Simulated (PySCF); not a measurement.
Vertical excitations of a molecule C2H4ClNSi from TDDFT-PBE/def2-SVPD (PySCF 2.14.0), as energy in eV (oscillator strength): 3.85 (0.002), 5.23 (0.001), 5.26 (0.002), 5.57 (0.045), 5.77 (0.000), 6.04 (0.010), 6.35 (0.002), 6.45 (0.006), 6.67 (0.038), 6.83 (0.011). Lowest triplet (TDA): 3.06 eV. Geometry optimised at PBE0-D3(BJ)/def2-SVP. The values are those of a single conformer.

**Question.** Which structure fits?
A) Cl[Si@H]1C=NC1
B) N#CC[SiH2]Cl
C) C#C[Si@@H](N)Cl

**Answer.** A, Cl[Si@H]1C=NC1
